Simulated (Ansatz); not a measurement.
Basis sets compared for the cluster Si₄Ni₃ (the lowest singlet isomer of a short search). Charge 0, multiplicity 1. Geometry r2SCAN-D4/def2-SVP. Ansatz on 4 threads of Intel Xeon 6975P-C on a shared host; times are rough, and most runs start from earlier orbitals.

Cartesian coordinates in Å:
```
Ni -0.127 -1.753 -0.898
Ni 0.216 0.312 1.937
Ni 0.734 1.567 -1.232
Si 1.133 -0.190 0.001
Si -0.981 0.174 -1.489
Si -0.227 -1.684 1.255
Si -0.747 1.572 0.427
```

The restricted singlet is unstable towards broken spin symmetry in Hartree–Fock (as tested in another run); at PBE-D4/def2-SVP, PBE-D4/def2-TZVP, PBE-D4/def2-TZVPD, r2SCAN-D4/def2-TZVP and others this wasn't settled. The order of the spin states hangs on the level: the triplet lies 0.22 eV below the singlet at PBE0-D4/def2-TZVP, but 0.24 eV above it at PBE-D4/def2-TZVP. The triplet is doubtful at PBE0-D4/def2-TZVP (⟨S²⟩ 2.47, where a pure state has 2.00). The structure comes from a short search, and lower isomers may exist.

| level | functions | energy (Eh) | HOMO (eV) | LUMO (eV) | wall time |
| --- | --- | --- | --- | --- | --- |
| PBE-D4/def2-SVP | 165 | -5680.8109 | -4.00 | -3.59 | 3.2 s |
| PBE-D4/def2-TZVP | 283 | -5681.9154 | -4.34 | -3.90 | 6.5 s |
| r2SCAN-D4/def2-TZVP | 283 | -5682.9833 | -4.42 | -3.87 | 12 s |
| PBE0-D4/def2-SVP | 165 | -5680.7541 | -4.96 | -2.90 | 6 s |
| PBE0-D4/def2-TZVP (with forces) | 283 | -5681.8412 | -5.20 | -3.23 | 20 s |

Problem. Estimate the rows for PBE-D4/def2-TZVPD, r2SCAN-D4/def2-TZVPD, PBE0-D4/def2-TZVPD.

Solution. 
| level | functions | energy (Eh) | HOMO (eV) | LUMO (eV) | wall time |
| --- | --- | --- | --- | --- | --- |
| PBE-D4/def2-TZVPD | 316 | -5681.9175 | -4.38 | -3.95 | 7.5 s |
| r2SCAN-D4/def2-TZVPD | 316 | -5682.9849 | -4.45 | -3.90 | 14 s |
| PBE0-D4/def2-TZVPD | 316 | -5681.8427 | -5.24 | -3.27 | 19 s |
